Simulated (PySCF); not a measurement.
Work out the structure from these simulated measurements.

Formula: C3H11FOSi2.

| Quantity | Value |
| --- | --- |
| Rotational structure | rotational constants A, B, C: 2.654, 0.881, 0.702 GHz [GFN2-xTB] |
| Triplet | lowest triplet excitation (Tamm–Dancoff): 6.76 eV [TDA CAM-B3LYP/def2-SVPD] |
| UV, first state | lowest singlet excitation: 7.19 eV (172 nm, f = 0.007) [TDDFT CAM-B3LYP/def2-SVPD] |
| 13C NMR | chemical shifts (computed TMS as zero) by class: 79.9 (1 C), 0.6 (1 C), -0.9 (1 C) ppm [GIAO PBE0/pcSseg-1] |
| 1H NMR | chemical shifts (computed TMS as zero) by class: 5.24 (1 H), 5.23 (1 H), 5.17 (1 H), 4.83 (1 H), 4.67 (1 H), 0.38 (3 H), 0.22 (3 H) ppm [GIAO PBE0/pcSseg-1] |
| Dipole | 1.89 D [CAM-B3LYP/def2-SVPD] |
| UV, strongest line | among the 8 lowest singlet transitions: S8 at 8.41 eV (147 nm, f = 0.052) [TDDFT CAM-B3LYP/def2-SVPD] |
| Polarisability | 90.4 au [CAM-B3LYP/def2-SVPD] |
| NMR, other nuclei | isotropic shieldings of nuclei other than C and H, by class: 303 (1 O), 482 (1 F), 366 (1 Si), 372 (1 Si) ppm [GIAO PBE0/pcSseg-1] |

Gas-phase values; electronic properties from PySCF, density fitting. Levels stand in brackets. The structure is a single GFN2-xTB conformer in the gas phase; no vibrational or solvent corrections. Each NMR value is the plain mean over a class of atoms that symmetry, rotation or inversion makes alike.

**Question.** Give a SMILES that accounts for the data.

**Answer.** Numbering: `[CH3:1][SiH2:2][O:3][Si@H:4]([CH3:5])[CH2:6][F:7]`. Its formula, C3H11FOSi2, gives 0 degrees of unsaturation, so no ring and no π bond. 3 carbons fall into 3 classes; from least to most shielded: sp3 C–F carbon [C6] (79.9 ppm), Si-methyl carbon [C1] (0.6 ppm), Si-methyl carbon [C5] (-0.9 ppm). Hydrogen classes from least to most shielded: 1 H on an oxygen-bound silicon, Si4 (5.24 ppm), 1 H on an oxygen-bound silicon, Si2 (5.23 ppm), 1 H on an oxygen-bound silicon, Si2 (5.17 ppm), 1 H on an sp3 C–F carbon, C6 (4.83 ppm), 1 H on an sp3 C–F carbon, C6 (4.67 ppm), 3 H on an Si-methyl carbon, C5 (0.38 ppm), 3 H on an Si-methyl carbon, C1 (0.22 ppm, a mean of values up to 0.7 ppm apart in this geometry). The other shieldings belong to: 303 ppm, siloxane oxygen [O3]; 482 ppm, alkyl fluorine [F7]; 366 ppm, oxygen-bound silicon [Si4]; 372 ppm, oxygen-bound silicon [Si2]. The optimised geometry has point group C1 and is an asymmetric top. Structure: `C[SiH2]O[Si@H](C)CF`. Computed isomers that give other values at the same levels: `CC[C@H](F)[SiH2]O[SiH3]` (13C chemical shifts (computed TMS as zero) by class: 95.4 (1 C), 26.7 (1 C), 14.3 (1 C) ppm); `CC(C)[SiH2]O[SiH2]F` (lowest singlet excitation: 7.38 eV (168 nm, f = 0.004)); `C[Si](C)(CF)O[SiH3]` (13C chemical shifts (computed TMS as zero) by class: 83.3 (1 C), -1.6 (2 C) ppm). The assignments are read from this structure; whether some other isomer fits the data as well wasn't checked. The mirror image fits equally.

Conformer computed: `[CH3:1][SiH2:2][O:3][Si@H:4]([CH3:5])[CH2:6][F:7]`: O3–Si4–C6–F7 178°.
